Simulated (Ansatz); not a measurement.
System: YF$_{2}$, charge 0, doublet. YF2 (parent SMILES [F][Y][F], doublet).
B3LYP-D3(BJ)/def2-TZVP minimum from Ansatz (an electronic-structure program):
```
Y
F 1 1.9800
F 1 1.9800 2 116.49
```
Charge 0, spin multiplicity 2.

Atomisation energy term by term, kcal/mol (programs: Ansatz). Radicals and triplets start from unrestricted determinants; spin-orbit coupling is neglected. Correlated methods leave the cores frozen (noble-gas shells, and filled d and f shells in the p block). Past Kr the def2 sets carry scalar-relativistic core potentials. CBS(X,Y): correlation extrapolated as X^-3, Hartree-Fock from the larger set. A bracket is a step between two methods taken in the basis named. For partners of very few electrons the exact lower level stands in for a higher one. The determinant of Y ([Y], doublet) is a saddle point of the SCF energy; a lower one exists, which strains HF and MP2. The spin of F2Y (parent SMILES [F][Y][F], doublet) was assumed, and the state is the lowest solution found for it.

```csv
term,basis,kcal/mol
Hartree-Fock,def2-QZVPP,237.64
CCSD correlation,"CBS(def2-TZVPP,def2-QZVPP)",66.83
(T),"CBS(def2-TZVPP,def2-QZVPP)",6.51
CCSDT(Q) - CCSD(T),def2-SVP,0.29
sum: De,,311.3
```
